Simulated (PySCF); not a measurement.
Compound: hydrogen selenide, H₂Se.
SMILES: `[SeH2]`

Method: PBE0-D3(BJ)/def2-SVP geometry optimisation, gas phase in PySCF 2.14.0.

Take the most abundant isotopes and a rigid rotor. 

What are A, B and C (MHz)?

Ia = 2.08, Ib = 2.22, Ic = 4.30 u·Å²; 505379 MHz·u·Å²/I gives A = 243427, B = 227223, C = 117523 MHz.

Classify the top.

An asymmetric top: κ = (2 × 227223 − 243427 − 117523)/(243427 − 117523) = 0.74.

Give the coordinates in the principal-axis frame, origin at the centre of mass.

The sense of each axis is arbitrary; atoms in the order of the calculation.
```
atom  mass (u)   a (Å)   b (Å)  c (Å)
 Se1    79.917   0.000   0.025  0.000
  H2     1.008  -1.050  -1.003  0.000
  H3     1.008   1.051  -1.002  0.000
```

Where do the levels up to J = 2 lie, in MHz?

Above 0(0,0):
J = 1: 1(0,1) 344746, 1(1,1) 360950, 1(1,0) 470649
J = 2: 2(0,2) 939075, 2(1,2) 940741, 2(1,1) 1269840, 2(2,1) 1318453, 2(2,0) 1413614
The levels of one J sum to (2J + 1)J(J + 1)(A + B + C)/3.

Which lines would a microwave search look for?

The dipole components are |μa| = 0.00 D, |μb| = 0.96 D, |μc| = 0.00 D; the symmetry axis of this C2v structure is b, so μa and μc vanish by symmetry and there are no a-type or c-type lines. Some lines, for components of 0.1 D or more:

```tsv
type	branch	J(Ka,Kc)	MHz	lower level (cm⁻¹)
b	Q	1(1,0) ← 1(0,1)	125904	11.499
b	Q	2(2,0) ← 2(1,1)	143774	42.357
b	Q	3(3,0) ← 3(2,1)	173529	88.681
b	Q	2(1,1) ← 2(0,2)	330765	31.324
b	Q	2(2,1) ← 2(1,2)	377712	31.380
b	R	2(0,2) ← 1(1,1)	578126	12.040
b	Q	3(1,2) ← 3(0,3)	581894	58.793
b	Q	3(2,2) ← 3(1,3)	590002	58.797
b	R	3(0,3) ← 2(1,2)	821839	31.380
b	R	3(1,3) ← 2(0,2)	823612	31.324
b	R	3(1,2) ← 2(2,1)	1026021	43.979
b	R	2(2,0) ← 1(1,1)	1052665	12.040
b	R	3(2,2) ← 2(1,1)	1082849	42.357
b	R	3(3,1) ← 2(2,0)	1342086	47.153
b	R	3(3,0) ← 2(2,1)	1513659	43.979
b	R	3(2,1) ← 2(1,2)	1717842	31.380
```

Estimate the classical rotational partition function at 500 K.

Point group C2v, symmetry number σ = 2; q = (√π/σ)·√((kT/h)³/(ABC)), k/h = 20836.6 MHz/K: 370 at 500 K.

Stationary, but not proved a minimum. These are rigid-rotor constants of the computed structure; measured ground-state constants (B0) also hold zero-point vibration.
